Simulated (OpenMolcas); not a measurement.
Os6+ (d2) among equal point charges was computed by CASSCF with the d shell active (OpenMolcas, ANO-RCC-VDZP on the metal). Its lowest spin-free states, and all those of the highest spin:

```json
{"2S+1": "3", "Degeneracy": "1", "E (cm-1)": "0.0"}
{"2S+1": "3", "Degeneracy": "2", "E (cm-1)": "962.7"}
{"2S+1": "3", "Degeneracy": "2", "E (cm-1)": "3477"}
{"2S+1": "3", "Degeneracy": "2", "E (cm-1)": "4340"}
{"2S+1": "1", "Degeneracy": "2", "E (cm-1)": "12681"}
{"2S+1": "1", "Degeneracy": "2", "E (cm-1)": "14531"}
{"2S+1": "1", "Degeneracy": "1", "E (cm-1)": "14878"}
{"2S+1": "3", "Degeneracy": "2", "E (cm-1)": "15120"}
{"2S+1": "1", "Degeneracy": "1", "E (cm-1)": "18403"}
{"2S+1": "1", "Degeneracy": "2", "E (cm-1)": "18977"}
{"2S+1": "1", "Degeneracy": "2", "E (cm-1)": "20282"}
{"2S+1": "3", "Degeneracy": "1", "E (cm-1)": "22693"}
```

Task: Is the site octahedral, tetrahedral or cube-like, axial, or of lower symmetry?

Result: The states with 2S+1 = 3 have orbital degeneracies 1, 2, 2, 2, 2, 1. There are pairs but no triples, so the site is axial: not cubic, but with a proper or improper axis of order three or more. The run had Os6+ among 3 point charges of -1 e arranged as a planar triangle (D3h), 2.08 Å from the ion.

Spin-orbit coupling mixes the spin-free states strongly: the lowest level takes only 53 % from its leading state, 3E, which lies 963 cm-1 above the lowest spin-free state. Without dynamic correlation the repulsion within the d shell is too large (B by tens of per cent), so at a given field states of lower spin stand too high. The ground term spreads over less than 5000 cm-1, several times less than with real ligands, so orbital moments are less quenched and χT lies further from the spin-only value than at real sites. Point charges carry no covalency, so the field is a model and not that of real ligands. An unlabelled pair can be two single states that coincide in this model. No measured value stands beside these numbers.
